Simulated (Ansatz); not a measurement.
B₂H₄O₂S, SMILES `OB(O)BS`. Charge 0, multiplicity 1.

Z-matrix (Å, degrees):
```
B
O 1 1.363
B 1 1.710 2 118.8
O 1 1.368 2 117.1 3 -180.0
H 2 0.963 1 112.5 3 180.0
S 3 1.762 1 121.2 2 -0.2
H 3 1.198 1 124.9 2 179.8
H 4 0.959 1 112.9 2 180.0
H 6 1.347 3 98.1 1 0.0
```

(1) List the harmonic frequencies (cm⁻¹, unscaled) at PBE0-D4/def2-TZVP in Ansatz. (An estimate is asked.)

(2) Is this a minimum?

(3) Give the ideal-gas thermochemistry at 298.15 K and 1 bar (rigid rotor, harmonic oscillator; point group Cs, symmetry number 1).

Answers

(1) Ansatz gave: 41, 139, 315, 369, 457, 547, 586, 657, 659, 806, 835, 931, 1000, 1020, 1101, 1356, 1407, 2608, 2679, 3843, 3908.

(2) Yes, all 21 modes are real.

(3) Zero-point energy 151.1 kJ/mol; H(298) − E = 170.1 kJ/mol; entropy 334.4 J/(mol·K), of which translation 164.9, rotation 111.9, vibration 57.6; G(298) − E = 70.4 kJ/mol. Modes under 100 cm⁻¹ are hindered rotations or soft bends, so the harmonic entropy is rough.
